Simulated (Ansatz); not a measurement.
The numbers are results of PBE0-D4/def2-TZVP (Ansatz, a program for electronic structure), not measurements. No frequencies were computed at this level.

Ansatz 0.2 input:
```yaml
crystal:
  periodic: [false, false, false]
  atoms:
    - { symbol: Cl, position_ang: [2.131913, -0.8521, -0.027217] }
    - { symbol: In, position_ang: [0.000078, -0.000083, 0.000061] }
    - { symbol: Cl, position_ang: [-1.804273, -1.419113, -0.051428] }
    - { symbol: Cl, position_ang: [-0.327718, 2.271295, 0.078583] }
basis:
  gaussian: { orbitals: def2-tzvp }
hamiltonian:
  xc: pbe0
  dispersion: d4
relax:
  max_steps: 150
```

Output:

```
Functional definition: PBE0
1285 factors; their error is unknown
mean field evaluation 1: about -42733.0892 eV, gradient 2.6e1 eV
mean field evaluation 2: about -42732.0258 eV, gradient 3.6e1 eV
mean field evaluation 4: about -42734.7881 eV, gradient 8.1e-1 eV
mean field evaluation 8: about -42734.9443 eV, gradient 2.4e-2 eV
mean field -42734.94432970 eV, -1570.4802373310 hartree, gradient 7.8e-6 eV, S^2 0.000000; 0 other end points of the search recorded, 0 dependent functions left out
reference -42734.94436748 eV, -1570.4802387192 hartree; 36, 36 occupied and 125, 125 virtual orbitals, 1285 factors
relax step   1: F+E_penalty+E_count = -42735.06424234 eV  Δ(F+E_penalty+E_count) = +0.000e0 eV  max|allowed force component| = 5.258e-2 eV/Å  Δτ_max = 0.0000 Å  (24 SCF iters, accepted)
these checks for a lower state are left out or cut short: starts, cluster_reference, orbital_swaps, neighbouring_geometries, increment
1285 factors; their error is unknown
mean field evaluation 16: about -42734.7897 eV, gradient 2.6e-4 eV
mean field -42734.94434288 eV, -1570.4802378152 hartree, gradient 1.3e-5 eV, S^2 0.000000; 0 other end points of the search recorded, 0 dependent functions left out
reference -42734.94438066 eV, -1570.4802392036 hartree; 36, 36 occupied and 125, 125 virtual orbitals, 1285 factors
relax step   2: F+E_penalty+E_count = -42735.06448249 eV  Δ(F+E_penalty+E_count) = -2.401e-4 eV  max|allowed force component| = 8.930e-3 eV/Å  Δτ_max = 0.0039 Å  (29 SCF iters, accepted)
1285 factors; their error is unknown
mean field evaluation 32: about -42734.9443 eV, gradient 3.8e-4 eV
mean field -42734.94434288 eV, -1570.4802378152 hartree, gradient 1.4e-5 eV, S^2 0.000000; 1 other end points of the search recorded, 0 dependent functions left out
reference -42734.94438066 eV, -1570.4802392036 hartree; 36, 36 occupied and 125, 125 virtual orbitals, 1285 factors
Total energy: -42735.06452027 eV, -1570.4846542528 hartree
Atom 0 at     2.128512    -0.850680    -0.027159 Å, force     0.008097    -0.003284    -0.000080 eV/Å
Atom 1 at     0.000047    -0.000038     0.000026 Å, force     0.000059    -0.000133    -0.000079 eV/Å
Atom 2 at    -1.801370    -1.416724    -0.051329 Å, force    -0.006895    -0.005514    -0.000175 eV/Å
Atom 3 at    -0.327189     2.267441     0.078462 Å, force    -0.001261     0.008930     0.000334 eV/Å
Dipole moment:     0.000076    -0.000053     0.000030 e Å
```

Cost: around 21 core-seconds (rough).
